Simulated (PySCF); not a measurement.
M06-L on Al (aluminium, neutral)

Configuration: [Ne] 3s2 3p1, 2P determinant. Calculation: PySCF 2.14, in x2c-SVPall; scalar relativity by spin-free X2C-1e.

```json
{
  "Total energy": "-242.6949 hartree",
  "One-electron energy": "-337.2265 hartree",
  "Hartree (Coulomb) energy": "113.1337 hartree",
  "Exchange-correlation energy": "-18.6021 hartree",
  "⟨S²⟩": "0.7539",
  "⟨L²⟩": "2.012",
  "Sum of ⟨r⟩": "13.49 bohr",
  "Sum of ⟨r²⟩": "31.50 bohr²",
  "Traceless quadrupole moment −½Σ⟨3z² − r²⟩ along its main axis": "-4.95 e·bohr²",
  "Langevin diamagnetic susceptibility": "-24.9 ×10⁻⁶ cm³/mol",
  "Time after the integrals": "0.24 s of wall time on 1 thread of Neoverse-N1 (shared host)"
}
```

```json
{"shell": "1s α", "electrons": "1", "mean orbital energy (eV)": "-1520.1", "spread (eV)": "0", "rms radius, mean of both spins (bohr)": "0.139"}
{"shell": "1s β", "electrons": "1", "mean orbital energy (eV)": "-1520.0", "spread (eV)": "0", "rms radius, mean of both spins (bohr)": "0.139"}
{"shell": "2s α", "electrons": "1", "mean orbital energy (eV)": "-112.43", "spread (eV)": "0", "rms radius, mean of both spins (bohr)": "0.680"}
{"shell": "2s β", "electrons": "1", "mean orbital energy (eV)": "-112.38", "spread (eV)": "0", "rms radius, mean of both spins (bohr)": "0.680"}
{"shell": "2p α", "electrons": "3", "mean orbital energy (eV)": "-71.375", "spread (eV)": "0.184", "rms radius, mean of both spins (bohr)": "0.680"}
{"shell": "2p β", "electrons": "3", "mean orbital energy (eV)": "-71.302", "spread (eV)": "0.279", "rms radius, mean of both spins (bohr)": "0.680"}
{"shell": "3s α", "electrons": "1", "mean orbital energy (eV)": "-8.059", "spread (eV)": "0", "rms radius, mean of both spins (bohr)": "2.75"}
{"shell": "3s β", "electrons": "1", "mean orbital energy (eV)": "-7.300", "spread (eV)": "0", "rms radius, mean of both spins (bohr)": "2.75"}
{"shell": "3p α", "electrons": "1", "mean orbital energy (eV)": "-3.061", "spread (eV)": "0", "rms radius, mean of both spins (bohr)": "3.55"}
```

Densities and radii are taken from the X2C orbitals without a picture-change correction, which distorts them close to the nucleus.
